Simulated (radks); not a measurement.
Results of a calculation; reference values are marked as such.
I3+, 50 electrons, occupied as [Kr] 4d10 5s0.5 5p3.5 (fractional occupations, a model configuration).

Level of theory: Dirac Kohn-Sham, BLYP, spin-unpolarised, spherical densities, finite nucleus; open shells are shared between the two j in proportion to 2j + 1; Fermi nuclear charge, rms radius 4.75 fm (a radial shooting solver on a logarithmic mesh with Libxc functionals).

Energy parts (eV):
total: -193652.100
kinetic: 205255.890
electron-nucleus: -468919.733
Hartree: 74942.224
exchange-correlation: -4930.480

Orbitals (lengths in bohr, moments of r in powers of bohr):
\begin{tabular}{lrrrr}
orbital & occ. & eigenvalue (eV) & <r^2> & <1/r> \\ \hline
1s1/2 & 2 & -32997.89 & 0.001005 & 56.84 \\
2s1/2 & 2 & -5125.840 & 0.01613 & 13.26 \\
2p1/2 & 2 & -4812.040 & 0.01193 & 13.25 \\
2p3/2 & 4 & -4513.160 & 0.01321 & 12.22 \\
3s1/2 & 2 & -1061.814 & 0.1127 & 4.729 \\
3p1/2 & 2 & -932.0063 & 0.1074 & 4.640 \\
3p3/2 & 4 & -875.7715 & 0.1155 & 4.386 \\
3d3/2 & 4 & -646.8616 & 0.09722 & 4.241 \\
3d5/2 & 6 & -635.0339 & 0.09957 & 4.176 \\
4s1/2 & 2 & -214.3873 & 0.6176 & 1.904 \\
4p1/2 & 2 & -169.0458 & 0.6784 & 1.794 \\
4p3/2 & 4 & -158.0363 & 0.7285 & 1.711 \\
4d3/2 & 4 & -85.0231 & 0.9621 & 1.463 \\
4d5/2 & 6 & -83.2846 & 0.9854 & 1.443 \\
5s1/2 & 0.5 & -47.4930 & 3.695 & 0.7229 \\
5p1/2 & 1.16667 & -36.1812 & 4.720 & 0.6345 \\
5p3/2 & 2.33333 & -34.6812 & 5.042 & 0.6106 \\
\end{tabular}

The highest occupied level is 5p3/2 at -34.681 eV. The density falls to 0.001 e/bohr^3 at r = 3.76 bohr.
